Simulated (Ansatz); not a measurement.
`[NH2][AlH][CH]=O` + HBr → `[NH2][AlH][Br]` + `C=O` at 700 K and 1 bar (ligand exchange at the Al–C bond).

Computed with Ansatz on PBE0-D4/def2-TZVP structures; ΔE is electronic, products minus reactants. CBS: MP2 limit from def2 TZ/QZ plus the TZ coupled-cluster correction, frozen cores. This one scheme is used for every species. For Br outer-core shells are correlated without core-valence functions, which leaves a few kJ/mol of doubt a bond. Scalar relativity is left out up to krypton. Each species was taken in one conformer, which may not be the lowest.

```
           species  CCSD(T)/CBS energy (Eh)  H − E (kJ/mol)  S (J/(mol·K))
`[NH2][AlH][CH]=O`               -412.35100           196.7          415.8
               HBr              -2573.91920            36.5          223.7
  `[NH2][AlH][Br]`              -2871.94728           140.6          381.2
             `C=O`               -114.39408            97.4          254.3
```

H − E and S are ideal-gas, rigid-rotor, harmonic terms from PBE0-D4/def2-TZVP, for one conformer and one mirror image of each species. 1 Eh = 2625.50 kJ/mol, R = 8.31446 J/(mol·K).

Question: By hand: ΔE, ΔH, ΔS and ΔG.

Answer: ΔE = (-2871.94728) + (-114.39408) − (-412.35100) − (-2573.91920) = -0.07116 Eh = -186.8 kJ/mol. Δ(H − E) = 140.6 + 97.4 − 196.7 − 36.5 = 4.8, so ΔH = -182.0 kJ/mol. ΔS = 381.2 + 254.3 − 415.8 − 223.7 = -4.0 J/(mol·K). ΔG = -182.0 − 700 × (-4.0)/1000 = -179.2 kJ/mol.

Question: By hand: the equilibrium constant, and the temperature at which ΔG would vanish if ΔH and ΔS stayed fixed.

Answer: log₁₀ K = −ΔG/(RT ln 10) = 13.4. ΔG = 0 at ΔH/ΔS = 45500 K, far beyond where these terms or the molecules hold.

The number of gas molecules stays the same, so ΔS is small and ΔH decides. A doubt of 5 kJ/mol in ΔE shifts log₁₀ K by 0.4 here. Other conformers and mirror images would add mixing entropy, several J/(mol·K) or more a flexible species. These are equilibria of isolated gas molecules and say nothing of rates. Largest T1 diagnostic: 0.015 (customary marks: 0.02 for closed shells, 0.045 for open ones).
